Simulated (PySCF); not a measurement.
Structure with atom numbers: `[CH3:1][O:2][BH:3][PH2:4]`. Hydrogens are named by the atom that carries them.

Geometry: PBE0-D3(BJ)/def2-SVP; GIAO shifts from PySCF, gas phase, non-relativistic, averaged over equivalent atoms.

At PBE0/pcSseg-1 (105 basis functions, 5.9 s wall time on 1 thread of an Arm Neoverse V2, shared host):
| atoms | δ (ppm) |
| --- | --- |
| C1 | 57.1 |
| O2 | 208.2 |
| B3 | 56.5 |
| P4 | -234.1 |
| H(B3) | 6.18 |
| H(C1) | 3.76 |
| H(P4) | 2.29 |

δ = σ(ref) − σ, references computed at the same level: TMS for ¹³C (σ = 184.41 ppm), ¹H (σ = 31.27 ppm); ¹⁷O (σ = 334.56 ppm) vs H2O; ¹¹B (σ = 100.73 ppm) against BF3·OEt2; ³¹P (σ = 310.13 ppm) against H3PO4.

Problem. What do these become at wB97X-D/pcSseg-2?

Solution. 
| atoms | δ at wB97X-D/pcSseg-2 | change |
| --- | --- | --- |
| C1 | 58.8 | +1.7 |
| O2 | 189.2 | -19.0 |
| B3 | 57.7 | +1.2 |
| P4 | -240.8 | -6.7 |
| H(B3) | 6.14 | -0.04 |
| H(C1) | 3.74 | -0.02 |
| H(P4) | 2.33 | +0.04 |

Shifts are taken against calculated references (same method and geometry level): ¹³C (σ = 184.42 ppm) and ¹H (σ = 31.36 ppm) vs TMS; ¹⁷O (σ = 326.83 ppm) vs H2O; BF3·OEt2 for ¹¹B (σ = 99.96 ppm); H3PO4 for ³¹P (σ = 293.07 ppm).

The largest change is at O2 (oxygen bonded to C, B). Cost: 235 basis functions, 23 s wall time on 1 thread of an Arm Neoverse V2, shared host.

Experimental scales use liquid or dissolved standards, which lie at an offset from isolated H2O (liquid H2O: subtract about 36 ppm) and H3PO4.
